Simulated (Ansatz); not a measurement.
Ga₈N₈H₂₂⁺, a nanocrystal cut from wurtzite GaN (hydrogen-capped). Charge 1, multiplicity 2. Geometry r2SCAN-D4/def2-SVP; atoms count from 1.

| atom | x (Å) | y (Å) | z (Å) |
| --- | --- | --- | --- |
| Ga1 | 3.3120 | -1.5791 | 0.0532 |
| N2 | 3.1067 | -0.4638 | -1.5979 |
| N3 | 1.3885 | -1.6499 | 0.6300 |
| Ga4 | 1.0892 | 0.1790 | 1.3907 |
| Ga5 | 1.3853 | 0.5183 | -1.9087 |
| N6 | 0.9062 | 1.3301 | -0.1725 |
| N7 | -0.7543 | 0.0175 | 2.1073 |
| Ga8 | -1.0253 | 1.8013 | 3.0055 |
| Ga9 | -0.8471 | 2.2109 | -0.4047 |
| N10 | -1.3246 | 2.9527 | 1.4009 |
| Ga11 | 0.1485 | -2.2944 | -0.7371 |
| N12 | 0.0600 | -0.9037 | -2.0942 |
| N13 | -1.6100 | -2.2593 | 0.1881 |
| Ga14 | -2.2219 | -0.4949 | 0.9090 |
| Ga15 | -1.7934 | -0.1958 | -2.3631 |
| N16 | -2.0811 | 0.7177 | -0.6036 |
| H17 | 4.2338 | -0.8214 | 1.0543 |
| H18 | 3.5785 | -3.0806 | -0.3798 |
| H19 | 3.8797 | 0.2095 | -1.6302 |
| H20 | 3.2624 | -1.0490 | -2.4264 |
| H21 | 1.3683 | -2.3027 | 1.4245 |
| H22 | 2.1531 | 0.5944 | 2.4383 |
| H23 | 1.5341 | 1.5157 | -3.0906 |
| H24 | 1.5803 | 2.0966 | -0.0488 |
| H25 | -0.7339 | -0.6470 | 2.8921 |
| H26 | 0.2392 | 2.3090 | 3.7583 |
| H27 | -2.4304 | 1.5763 | 3.7105 |
| H28 | -0.8706 | 3.3256 | -1.4870 |
| H29 | -0.8339 | 3.8423 | 1.5386 |
| H30 | -2.3128 | 3.2230 | 1.3492 |
| H31 | 0.4800 | -3.7189 | -1.2843 |
| H32 | 0.2532 | -1.3588 | -2.9956 |
| H33 | -1.6220 | -2.9591 | 0.9377 |
| H34 | -2.3294 | -2.5826 | -0.4706 |
| H35 | -3.6102 | -0.6263 | 1.5979 |
| H36 | -1.7506 | 0.8613 | -3.5269 |
| H37 | -2.7910 | -1.4209 | -2.4391 |
| H38 | -3.0165 | 1.1270 | -0.7246 |

Single mean-field runs in def2-TZVP are fitted with def2-universal-jkfit.

**Question.** Estimate the Mulliken populations of the heavy atoms from the PBE0/def2-TZVP orbitals of Ansatz.

**Answer.** 
```
atom  charge (e)  spin (α − β)
 Ga1        0.22          0.02
  N2       -0.56          0.00
  N3       -0.41          0.27
 Ga4        0.24          0.00
 Ga5        0.29          0.00
  N6       -0.46          0.01
  N7       -0.42          0.25
 Ga8        0.21          0.02
 Ga9        0.29          0.00
 N10       -0.56          0.01
Ga11        0.31         -0.01
 N12       -0.46          0.01
 N13       -0.53          0.02
Ga14        0.32         -0.01
Ga15        0.13          0.00
 N16       -0.46          0.00
```
Mulliken values depend strongly on the basis.

**Question.** Where does the spin sit?

**Answer.** Summed by element: Ga 0.02, N 0.57, H 0.41, of 1 unpaired in all. Largest on single atoms: N3 0.27, N7 0.25, H18 0.16.

**Question.** And the Mayer bond orders between heavy atoms (over 0.3)?

**Answer.** Ga1–N2 0.69 (2.00 Å); Ga1–N3 0.66 (2.01 Å); N2–Ga5 0.69 (2.01 Å); N3–Ga4 0.69 (2.00 Å); N3–Ga11 0.75 (1.95 Å); Ga4–N6 0.82 (1.95 Å); Ga4–N7 0.73 (1.98 Å); Ga5–N6 0.74 (1.98 Å); Ga5–N12 0.81 (1.95 Å); N6–Ga9 0.74 (1.98 Å); N7–Ga8 0.65 (2.02 Å); N7–Ga14 0.74 (1.96 Å); Ga8–N10 0.69 (2.00 Å); Ga9–N10 0.69 (2.01 Å); Ga9–N16 0.82 (1.95 Å); Ga11–N12 0.82 (1.95 Å); Ga11–N13 0.72 (1.99 Å); N12–Ga15 0.67 (2.00 Å); N13–Ga14 0.69 (2.00 Å); Ga14–N16 0.83 (1.94 Å); Ga15–N16 0.67 (2.00 Å).
